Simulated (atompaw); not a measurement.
**What one change does to a pseudopotential (Al (Z = 13), PAW (atompaw))**

- Element: aluminium (Al)
- Generator: atompaw 4.2.0.5
- Type: PAW
- Functional: PBE
- Relativity: scalar-relativistic
- Frozen core: [Ne]
- Valence charge: 3
- Reference configuration: 3s1.5 3p0 (charge +1.5)
- Partial waves: 3s (bound): rc 2.75 bohr; 3s channel at -0.9 Ry: rc 1.70 bohr; 3p (bound, empty): rc 2.75 bohr; 3p channel at 1.1 Ry: rc 2.75 bohr; 3d channel at 0.05 Ry: rc 2.05 bohr
- Local potential: troulliermartins scheme with l = 3 at 0 Ry, radius 2.45 bohr
- Core correction: smooth core density matched at 2.05 bohr
- Augmentation charge: besselshape compensation charge, radius 2.45 bohr; PAW radius 2.75 bohr; waves and projectors: custom polynom2 7 10 vanderbiltortho

All-electron outer shells of the reference configuration (PBE, scalar-relativistic, ld1.x):

```json
{"shell": "3s", "level (eV)": "-19.20", "outermost node (bohr)": "0.79", "outermost maximum (bohr)": "1.96"}
{"shell": "3p", "level (eV)": "-13.04", "outermost node (bohr)": "0.81", "outermost maximum (bohr)": "2.28"}
```

Change: wave 3s (bound): rc 2.75 bohr becomes 3s (bound): rc 2.64 bohr.

Cutoffs: the cutoffs (Ry, on a coarse ladder) from which the occupation-weighted sum of valence levels, in a spherical-Bessel basis at the reference potential, stays within 10 and 1 mRy of its value at 400 Ry; they do not see the model core or the augmentation charge, which bear on the density cutoff.

Task: What does the change do?

Result: The potential gets softer (8 Ry and 15 Ry → 8 Ry and 10 Ry); both files keep a bound ghost (s).

| quantity | base | changed |
| --- | --- | --- |
| cutoff, loose | 8 Ry | 8 Ry |
| cutoff, tight | 15 Ry | 10 Ry |
| bound ghosts | s | s |
| s: phases at 2.76 bohr within 0.05 rad from the reference energy up to (Ry; the scan ends near 5) | 0.7 | 1.1 |
| p: phases at 2.76 bohr within 0.05 rad from the reference energy up to (Ry; the scan ends near 5) | to the end of the scan | to the end of the scan |
| d: phases at 2.76 bohr within 0.05 rad from the reference energy up to (Ry; the scan ends near 5) | 2.2 | 2.2 |
| lowest overlap eigenvalue by channel | s 0.36, p 0.83, d 1.00 | s 0.58, p 0.83, d 1.00 |

 A true bound ghost makes a file unfit for plane-wave use even where its test errors are small: the radial tests pick states by their node count and pass the ghost by. The cutoffs see the waves, projectors and local potential, not the compensation charge or the core.
